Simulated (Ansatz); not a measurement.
```yaml
crystal:
  periodic: [false, false, false]
  atoms:
    - {symbol: Al, position_ang: [-0.895048, -0.711208, -0.620087]}
    - {symbol: Si, position_ang: [0.193797, 1.109467, 0.398386]}
    - {symbol: Sb, position_ang: [1.689000, -0.852287, -0.513614]}
    - {symbol: H, position_ang: [-2.159168, -1.575881, -0.997185]}
    - {symbol: H, position_ang: [0.353260, 1.488703, 1.828341]}
    - {symbol: H, position_ang: [0.463341, 2.284626, -0.470903]}
    - {symbol: H, position_ang: [0.416019, -1.811420, 0.329262]}
basis:
  gaussian: {orbitals: STO-3G, nuclear_model: gaussian}
total_charge: -1
magnetization: {spin_polarized: true, initial_magnetization: 1}
hamiltonian: {xc: {name: RPBE}, pseudopotentials: {relativity: none}}
output: {forces: true}
```

```sh
$ ansatz run in.yaml --threads 2 --pin off --events-out ev --progress --plain --max-ram 4352MiB
```

Output, abridged:

```
Functional definition: RPBE
514 factors; integrals over basis functions are off by at most 4.2e-5 eV
mean field evaluation 1: about -184511.2299 eV, gradient 2.5e1 eV
mean field evaluation 2: about -184469.6781 eV, gradient 6.6e1 eV
mean field evaluation 4: about -184517.6170 eV, gradient 5.0e0 eV
mean field evaluation 8: about -184517.9167 eV, gradient 1.9e-1 eV
mean field evaluation 16: about -184517.9173 eV, gradient 2.2e-5 eV
mean field -184517.91726982 eV, -6780.9083889296 hartree, gradient 2.1e-5 eV, S^2 0.755977; 2 other end points of the search recorded, 0 dependent functions left out
reference -184517.91729209 eV, -6780.9083897478 hartree; 42, 41 occupied and 7, 8 virtual orbitals, 514 factors
Total energy: -184517.91729209 eV, -6780.9083897478 hartree
Atom 0 at    -0.895048    -0.711208    -0.620087 Å, force     0.740705     0.147101     0.280874 eV/Å
Atom 1 at     0.193797     1.109467     0.398386 Å, force    -1.048548    -2.026335    -0.893082 eV/Å
Atom 2 at     1.689000    -0.852287    -0.513614 Å, force     1.184998     0.811346    -0.540675 eV/Å
Atom 3 at    -2.159168    -1.575881    -0.997185 Å, force     0.643067     0.481778     0.514552 eV/Å
Atom 4 at     0.353260     1.488703     1.828341 Å, force     0.317580     0.275330    -0.250319 eV/Å
Atom 5 at     0.463341     2.284626    -0.470903 Å, force    -0.014566    -0.076153     0.584490 eV/Å
Atom 6 at     0.416019    -1.811420     0.329262 Å, force    -1.823236     0.386933     0.304161 eV/Å
Dipole moment:    -0.016763     0.040646     0.026754 e Å
```

It took 1.6 s on 2 threads of an AMD EPYC 7B13 on a shared host, with 0.13 GiB of host memory at the peak.
